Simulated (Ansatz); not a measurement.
Total energies of `C=C1[Se]B1O`.

```xyz
8

C    -0.499    0.689    1.340
C    -0.180    0.406    0.089
Se   -0.287    1.356   -1.636
B     0.327   -0.375   -1.072
O     0.864   -1.494   -1.570
H    -0.324   -0.048    2.118
H    -0.933    1.636    1.639
H     1.032   -2.170   -0.907
```

Total charge 0; spin multiplicity 1. Correlated methods include outer-core shells of Se, which these sets cover unevenly. Scalar relativity is left out up to krypton. Geometry: relaxed with PBE0-D4/def2-TZVP. It is one conformer, not always the lowest. Basis def2-TZVPP, Ansatz 0.2.0.

RPA on PBE orbitals: Hartree–Fock energy of these orbitals -2576.89631 Eh, correlation -1.42002 Eh (frozen core).

```tsv
functional	energy without D4 (Eh)	D4 term (kJ/mol)
LDA (SPW92)	-2574.78996	–
PBE	-2579.16010	-18.1
revPBE	-2579.48956	-53.6
BLYP	-2579.72216	-39.9
r2SCAN	-2579.62780	-4.2
B97M-V	-2579.29226	–
PBE0	-2579.24238	-15.3
B3LYP	-2579.77644	-29.5
r2SCANh	-2579.61396	-4.5
r2SCAN0	-2579.59452	-5.1
HSE06 (plane-wave form)	-2579.23641	-14.3
BHLYP	-2579.61990	-23.3
CAM-B3LYP	-2579.76889	-15.6
LC-ωPBE	-2579.26999	–
ωB97X-V	-2579.45263	–
ωB97M-V	-2579.53535	–
B2PLYP	-2579.21628	–
PBE-QIDH	-2578.89374	–
```

B3LYP takes the VWN-RPA correlation (the form of Gaussian; ORCA's B3LYP/G). HSE06 is the plane-wave form, built on full-range PBE exchange. The double hybrids freeze the cores in their second-order part.

LC-ωPBE has ω = 0.4 bohr⁻¹.
